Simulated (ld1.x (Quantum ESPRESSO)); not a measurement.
# Reading a pseudo-wave (Sn)

Columns: radius, all-electron u(r) and pseudo u(r) of the 5s shell (level -11.06 eV) of tin in the configuration [Kr] 4d10 5s1.5 5p2.5; Wu–Cohen, scalar-relativistic, PAW scheme, ld1.x (Quantum ESPRESSO) 7.5.

```
r (bohr)  all-electron  pseudo
   0.148        0.0140  0.0378
   0.295        0.2000  0.0788
   0.443       -0.1277  0.1262
   0.590       -0.3413  0.1814
   0.738       -0.3161  0.2456
   0.885       -0.1452  0.3170
   1.033        0.0738  0.3943
   1.180        0.2796  0.4727
   1.328        0.4497  0.5489
   1.475        0.5754  0.6170
   1.623        0.6610  0.6734
   1.770        0.7115  0.7133
   1.918        0.7345  0.7345
   2.065        0.7360  0.7360
   2.213        0.7215  0.7215
   2.360        0.6959  0.6959
   2.508        0.6622  0.6622
   2.655        0.6238  0.6238
   2.802        0.5826  0.5826
   2.950        0.5400  0.5400
   3.098        0.4975  0.4975
   3.245        0.4562  0.4562
   3.393        0.4162  0.4162
   3.540        0.3784  0.3784
   3.688        0.3426  0.3426
   3.835        0.3093  0.3093
```

Q: How many radial nodes do the two functions have?

A: The all-electron 5s function has n − l − 1 = 4 (the table is too coarse to show those close to the nucleus); the pseudo-wave has 0, since the states of the same l below it are removed with the core.

Q: At about which radius was the pseudo-wave matched?

A: 1.95 bohr, where the columns begin to agree (steps of 0.15 bohr).

Q: Is the pseudo-wave norm-conserving?

A: No, it belongs to a PAW set: the norm inside the radius is not constrained, and the difference is carried by the augmentation charge.
